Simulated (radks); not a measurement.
Results of a calculation; reference values are marked as such.
Problem. Numerical settings for neutral bromine, [Ar] 3d10 4s2 4p5. Code: a radial shooting solver on a logarithmic mesh with Libxc functionals. Model: Dirac Kohn-Sham, LDA (Slater exchange, Perdew-Wang correlation), spin-unpolarised, spherical densities, finite nucleus; open shells fill j = l - 1/2 first; Fermi nuclear charge, rms radius 4.1629 fm. The defaults (mesh step 0.008 in ln r, mesh end at 40 bohr or more with all orbitals vanishing there, Anderson mixing 0.5 over 9 steps, residual threshold near 1e-9 with the energy settled to 1e-9 hartree or 1e-11 of itself, here a cap of 98 iterations) give E = -2603.2793 hartree and 4p3/2 at -7.813 eV in 14 iterations. Run on one thread of a shared host, so times are rough (Arm Neoverse V2): 0.09 s of CPU time, 0.09 s wall, 14 iterations on 2381 mesh points. One setting is changed at a time: mesh step in ln r 0.03; mesh step in ln r 0.12; mesh step in ln r 0.2; mesh end (bohr) 3; mesh end (bohr) 8; residual threshold 1e-16; residual threshold 1e-05; mixing 2.5; linear mixing, mixing 1; linear mixing, mixing 0.5; mixing history 20; iteration cap 2. Which runs fail to converge, and which converge to a wrong energy?

Solution. Not converged within the cap: mesh step in ln r 0.12; mesh step in ln r 0.2; residual threshold 1e-16; linear mixing, mixing 1; iteration cap 2. Settled on a wrong energy, with an occupied level pushed above zero by the early mesh end: mesh end (bohr) 3 (+1.41 hartree). Apart from these: no run marked as converged misses the energy by more than 1 mhartree.
